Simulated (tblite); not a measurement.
Species: C₆H₁₀NO (doublet state).
Numbering: `[CH3:1][CH2:2][C:3]1=[C:4]([CH3:5])[O:6][NH:7][CH:8]1` (hydrogens: H9, H10, H11 on C1; H12, H13 on C2; H14, H15, H16 on C5; H17 on N7; H18 on C8)

Geometry (GFN2-xTB, Å), atoms numbered from 1 in this order:
```xyz
18
C6H10NO angstrom
C      2.1793   -0.4397    0.2766
C      1.2029   -0.0984   -0.8489
C     -0.0534    0.4956   -0.3026
C     -1.1445   -0.1972    0.1861
C     -1.4591   -1.6380    0.3037
O     -2.1064    0.7026    0.6439
N     -1.5587    1.9990    0.5007
C     -0.3279    1.8451   -0.1577
H      2.4389    0.4578    0.8332
H      3.0903   -0.8745   -0.1291
H      1.7293   -1.1519    0.9641
H      1.6690    0.6162   -1.5298
H      0.9666   -1.0041   -1.4114
H     -0.8821   -2.2042   -0.4234
H     -1.2239   -2.0166    1.3017
H     -2.5217   -1.7983    0.1294
H     -2.2544    2.6044    0.0628
H      0.2471    2.7086   -0.4112
```

Method: GFN2-xTB as coded in tblite; computed harmonic values from a numerical Hessian at the method's own geometry, unscaled. The method is semi-empirical: single wavenumbers can be off by several per cent or more. One conformer, not necessarily the lowest. Open shells enter through the occupations alone, without spin polarisation, and single modes of such species can be off by tens of per cent.

Harmonic wavenumbers (cm⁻¹): 41.4, 60.9, 144.5, 175.3, 193.0, 258.3, 334.3, 367.5, 375.2, 514.7, 561.6, 619.4, 692.1, 756.4, 819.6, 858.4, 946.9, 969.5, 1015.3, 1027.0, 1047.2, 1084.8, 1097.3, 1149.9, 1209.8, 1236.8, 1246.2, 1277.9, 1323.9, 1395.2, 1407.7, 1436.3, 1457.9, 1477.8, 1481.4, 1497.6, 1504.5, 1578.6, 2946.1, 2972.6, 2987.4, 3019.2, 3030.1, 3034.7, 3038.6, 3043.0, 3199.4, 3205.6.

A = 3038, B = 1780, C = 1239 MHz; mass 112.076 u (most abundant isotopes); point group C1, symmetry number 1; spin multiplicity 2.

Task: What is the zero-point energy?

Result: Half the sum of the wavenumbers: 32559 cm⁻¹ = 93.09 kcal/mol.

Task: Give the ideal-gas entropy at 298.15 K and 1 bar in the rigid-rotor, harmonic-oscillator model (classical rotation).

Result: Translation 40.08, rotation 28.26, vibration 25.42, spin (R ln 2) 1.38: S = 95.1 cal/(mol K).

Task: And Cp and H(298.15 K) − H(0)?

Result: Cp = 34.34 cal/(mol K), of which vibrations give 26.39 (their classical limit is 48 R = 95.4); H(298.15 K) − H(0) = 6.31 kcal/mol without the zero-point energy, 3.94 from vibrations.

Task: Which modes carry the vibrational entropy at 298.15 K?

Result: 41.4 cm⁻¹: 5.19; 60.9 cm⁻¹: 4.43; 144.5 cm⁻¹: 2.74; 175.3 cm⁻¹: 2.38; 193.0 cm⁻¹: 2.20; 258.3 cm⁻¹: 1.67 cal/(mol K); the other 42 give 6.80 together.

Task: How do the functions run with temperature in this model?

Result: 
| T (K) | S (cal/(mol K)) | Cp (cal/(mol K)) | H − H(0) (kcal/mol) | G − H(0) (kcal/mol) | ln q(vib) |
| --- | --- | --- | --- | --- | --- |
| 50 | 58.7 | 12.5 | 0.50 | -2.44 | 0.58 |
| 100 | 68.8 | 17.2 | 1.24 | -5.64 | 1.66 |
| 373.15 | 103.6 | 41.3 | 9.15 | -29.51 | 7.81 |
| 500 | 117.2 | 51.8 | 15.08 | -43.52 | 10.65 |
| 750 | 141.3 | 66.8 | 30.06 | -75.91 | 16.15 |
| 1000 | 162.0 | 76.6 | 48.07 | -113.88 | 21.38 |

q(vib) and H(0) count from the zero-point level.

Task: What must be added to the electronic energy to get the Gibbs energy at 298.15 K and 1 bar?

Result: ZPE + [H(298.15 K) − H(0)] − T·S = 93.09 + 6.31 − 28.37 = 71.03 kcal/mol.

Hindered rotation and anharmonicity are outside this model. Other conformers, if any are populated, would add a mixing term that is left out. The structure is chiral; the term R ln 2 for an equal mix with its mirror image is left out.
